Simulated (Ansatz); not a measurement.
Geometry optimisation, RKS revPBE-D4/def2-SVP (Ansatz).

Input:

```yaml
crystal:
  periodic: [false, false, false]
  atoms:
    - { symbol: Si, position_ang: [-1.4484, 1.1897, -1.5782] }
    - { symbol: Al, position_ang: [-0.0019, 0.002, -0.2453] }
    - { symbol: Al, position_ang: [0.6523, -2.1983, 0.8534] }
    - { symbol: Si, position_ang: [1.6246, -0.1152, 1.4926] }
    - { symbol: H, position_ang: [-1.9324, 0.3952, -2.7381] }
    - { symbol: H, position_ang: [-2.665, 1.6425, -0.7885] }
    - { symbol: H, position_ang: [-0.7959, 2.441, -2.0937] }
    - { symbol: H, position_ang: [0.5883, -3.7605, 1.0682] }
    - { symbol: H, position_ang: [1.0884, 0.3274, 2.863] }
    - { symbol: H, position_ang: [2.9731, 0.025, 1.1696] }
basis:
  gaussian: { orbitals: def2-SVP }
hamiltonian:
  xc: revpbe
  dispersion: d4
relax:
  f_tol: 0.02
  max_steps: 50
```

Launched with:

```bash
$ ansatz run input.yaml --threads 2 --pin off --max-ram 3072MiB --backend cpu --events-out ev --progress --plain --runs-dir out
```

Problem. Where does it end, and by what steps?

Solution. It converged. After 15 steps the energy has fallen by 1.052 eV; H9 moved furthest, 1.69 Å.

```json
{"step": "0", "energy less start (eV)": "0.0000", "largest force component (eV/Å)": "2.501", "accepted": "yes"}
{"step": "1", "energy less start (eV)": "-0.4862", "largest force component (eV/Å)": "0.623", "accepted": "yes"}
{"step": "2", "energy less start (eV)": "-0.5349", "largest force component (eV/Å)": "0.124", "accepted": "yes"}
{"step": "3", "energy less start (eV)": "-0.5756", "largest force component (eV/Å)": "0.385", "accepted": "yes"}
{"step": "4", "energy less start (eV)": "-0.6481", "largest force component (eV/Å)": "0.430", "accepted": "yes"}
{"step": "5", "energy less start (eV)": "-0.7460", "largest force component (eV/Å)": "0.371", "accepted": "yes"}
{"step": "6", "energy less start (eV)": "-0.8342", "largest force component (eV/Å)": "0.339", "accepted": "yes"}
{"step": "7", "energy less start (eV)": "-0.8967", "largest force component (eV/Å)": "0.241", "accepted": "yes"}
{"step": "8", "energy less start (eV)": "-0.9528", "largest force component (eV/Å)": "0.238", "accepted": "yes"}
{"step": "9", "energy less start (eV)": "-0.9937", "largest force component (eV/Å)": "0.144", "accepted": "yes"}
{"step": "10", "energy less start (eV)": "-1.0238", "largest force component (eV/Å)": "0.110", "accepted": "yes"}
{"step": "11", "energy less start (eV)": "-1.0309", "largest force component (eV/Å)": "0.308", "accepted": "yes"}
{"step": "12", "energy less start (eV)": "-1.0420", "largest force component (eV/Å)": "0.135", "accepted": "yes"}
{"step": "13", "energy less start (eV)": "-1.0497", "largest force component (eV/Å)": "0.067", "accepted": "yes"}
{"step": "14", "energy less start (eV)": "-1.0504", "largest force component (eV/Å)": "0.121", "accepted": "yes"}
{"step": "15", "energy less start (eV)": "-1.0521", "largest force component (eV/Å)": "0.019", "accepted": "yes"}
```

```xyz
10
Properties=species:S:1:pos:R:3
Si -1.437 1.272 -1.420
Al -0.150 -0.449 -0.191
Al 0.524 -2.396 1.228
Si 1.893 -0.459 1.213
H -1.981 0.690 -2.703
H -2.613 1.764 -0.610
H -0.585 2.466 -1.776
H 0.824 -3.966 1.330
H 0.627 0.529 1.254
H 2.981 0.497 1.678
```

Whether the end is a true minimum wasn't checked by a vibrational analysis.

Run time: 31 s on 2 threads of Arm Neoverse V2, on a shared host, peak memory 0.14 GiB.
